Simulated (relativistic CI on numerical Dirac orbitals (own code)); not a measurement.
Slater and spin-orbit integrals, Dy LX

Computed by Dirac-Coulomb-Breit CI, orbitals from a KLI potential per configuration, model QED, unscaled Slater integrals (own radial code, finite nucleus).

Slater integrals F^k, G^k are unscaled and averaged over j, outside the closed core 1s2; ζ comes from projecting the Hamiltonian with its Breit term on Σ l·s of the shell.

- 2s²2p³: F^2(2p,2p) = 1.244e+06, ζ(2p) = 4.5656e+06 cm⁻¹; <r>(2p) = 0.07582, <r^2>(2p) = 0.006994 (bohr units).
- 2s2p⁴: F^2(2p,2p) = 1.2426e+06, G^1(2s,2p) = 1.3325e+06, ζ(2p) = 4.5525e+06 cm⁻¹; <r>(2s) = 0.08633, <r^2>(2s) = 0.008825, <r>(2p) = 0.0759, <r^2>(2p) = 0.007009 (bohr units).
- 2p⁵: ζ(2p) = 4.5396e+06 cm⁻¹; <r>(2p) = 0.07601, <r^2>(2p) = 0.007031 (bohr units).

Averages of the first 10 configurations, taken without configuration mixing, which lowers the lowest level and can move excited configurations by several eV; other configurations of the list can lie among them:

```csv
Configuration,Parity,States,Average energy above the lowest level (eV)
2s²2p³,odd,20,845.0
2s2p⁴,even,30,1719.0
2p⁵,odd,6,2647.5
2p⁴3s,even,30,9841.3
2p⁴3p,odd,90,10090.2
2p⁴3d,even,150,10300.3
2s²2p²3s,even,30,8105.5
2s²2p²3p,odd,90,8364.2
2s²2p²3d,even,150,8574.4
2s2p³3s,odd,80,8946.0
```
